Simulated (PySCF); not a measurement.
C₂Cl₂O₂Pt, charge -1, doublet, geometry from GFN2-xTB (such geometries of metal compounds can be far from the true shape) (the multiplicity is a formal guess) (core potentials on Pt), with bond 3-1 at 1.3 times its length. Base run: DF-B3LYP/def2-SVP in PySCF.

PySCF was given this input:
```python
from pyscf import gto, scf, dft

mol = gto.Mole()
mol.atom = '''
    Pt    0.06480347   -0.01452783    0.17195661
    Cl    1.69255783   -0.77775687   -1.54203070
    Cl   -2.93468541    1.17571496    0.05600817
    O     1.27853031    2.77339943    0.23086037
    C     0.84369178    1.70694216    0.27963943
    O    -0.96477093   -2.84373893    0.60170309
    C    -0.54632550   -1.77360661    0.50942479
'''
mol.basis = 'def2-svp'
mol.ecp = {'Pt': 'def2-svp'}
mol.charge = -1
mol.spin = 1
mol.verbose = 4
mol.build()

mf = dft.UKS(mol)
mf.xc = 'b3lyp'
mf = mf.density_fit(auxbasis='def2-universal-jkfit')
mf.kernel()
```

Variants of this job, named by their change:

| change | ΔE vs base (mEh) | SCF cycles | <S^2> | outcome |
|---|---|---|---|---|
| base | 0.000 | 17 | 0.758 | converged |
| diis_space = 12 | 0.000 | 17 | 0.758 | converged |
| diis = off; damp = 0.6 (with mf.diis_start_cycle = 200; with mf.max_cycle = 150) | 0.000 | 41 | 0.758 | converged |
| level_shift = 1.0 (with mf.max_cycle = 100) | 0.000 | 97 | 0.758 | converged |
| init_guess = 1e | 0.000 | 26 | 0.758 | converged |
| conv_tol = 1e-12 | 0.000 | 30 | 0.758 | converged |
| diis_space = 20 | 0.000 | 17 | 0.758 | converged |
| damp = 0.5; diis_start_cycle = 5 | 0.000 | 29 | 0.758 | converged |
| conv_tol = 1e-6 | 0.000 | 14 | 0.758 | converged |
| diis = off; damp = 0.3 (with mf.diis_start_cycle = 200; with mf.max_cycle = 150) | - | 150 | - | not converged |
| diis_space = 2 | - | 50 | - | not converged |
| solver = newton | 0.000 | - | 0.758 | converged |
| conv_tol_grad = 1e-7 | 0.000 | 25 | 0.758 | converged |

Open shells are given as the SCF converged; they aren't shown to be the lowest states, and a large step between rows can be another state.
